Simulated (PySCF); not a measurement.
CH2ClF, SMILES FCCl, B3LYP/def2-SVP optimised geometry.

```
5

F      1.00    -0.59     0.00
C     -0.35    -0.59     0.00
Cl    -1.00     1.08     0.00
H     -0.73    -1.08     0.91
H     -0.73    -1.08    -0.91
```

Density from B3LYP/def2-TZVP (PySCF 2.14.0) at that geometry.

Minimum of the electron density along straight lines between bonded atoms, close to the bond critical point (lines longer than 1.1 times the sum of covalent radii, or with two minima, are not listed):

```csv
bond,length / Å,ρ at the minimum / e bohr⁻³,∇²ρ there / e bohr⁻⁵,position (fraction from the first atom)
F1–C2,1.352,0.266,-0.25,0.66
C2–Cl3,1.792,?,-0.25,0.43
C2–H4,1.100,0.290,-1.06,0.66
C2–H5,1.100,0.290,-1.06,0.66
```

Q: Complete the blanks.

A: 
- C2–Cl3, ρ at the minimum / e bohr⁻³: 0.186
